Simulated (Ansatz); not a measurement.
`C[Si](O)(F)Cl` → `F[Si]Cl` + CH₃OH at 298.15 K and 1 bar (silylene formation by 1,1-elimination).

Calculated with Ansatz (gas phase, PBE0-D4/def2-TZVP geometries, no zero-point term in ΔE). CCSD(T)/CBS adds triple-zeta CCSD(T) − MP2 to the extrapolated MP2 energy (def2 sets, frozen cores). This one scheme is used for every species. One conformer a species, not always the lowest.

| species | CCSD(T)/CBS energy (Eh) | H − E (kJ/mol) | S (J/(mol·K)) |
| --- | --- | --- | --- |
| `C[Si](O)(F)Cl` | -964.48585 | 168.8 | 345.4 |
| `F[Si]Cl` | -848.72390 | 21.7 | 275.4 |
| CH₃OH | -115.61712 | 146.3 | 238.2 |

H − E and S are ideal-gas, rigid-rotor, harmonic terms from PBE0-D4/def2-TZVP, for one conformer and one mirror image of each species. 1 Eh = 2625.50 kJ/mol, R = 8.31446 J/(mol·K).

**Question.** By hand: ΔE, ΔH, ΔS and ΔG.

**Answer.** ΔE = (-848.72390) + (-115.61712) − (-964.48585) = 0.14483 Eh = 380.3 kJ/mol. Δ(H − E) = 21.7 + 146.3 − 168.8 = -0.8, so ΔH = 379.5 kJ/mol. ΔS = 275.4 + 238.2 − 345.4 = 168.2 J/(mol·K). ΔG = 379.5 − 298.15 × (168.2)/1000 = 329.4 kJ/mol.

**Question.** By hand: the equilibrium constant, and the temperature at which ΔG would vanish if ΔH and ΔS stayed fixed.

**Answer.** log₁₀ K = −ΔG/(RT ln 10) = -57.7. ΔG = 0 at ΔH/ΔS = 2256 K.

The number of gas molecules changes by +1, which sets the sign of ΔS. A doubt of 5 kJ/mol in ΔE shifts log₁₀ K by 0.9 here. Other conformers and mirror images would add mixing entropy, several J/(mol·K) or more a flexible species. These are equilibria of isolated gas molecules and say nothing of rates. Largest T1 diagnostic: 0.014 (customary marks: 0.02 for closed shells, 0.045 for open ones).
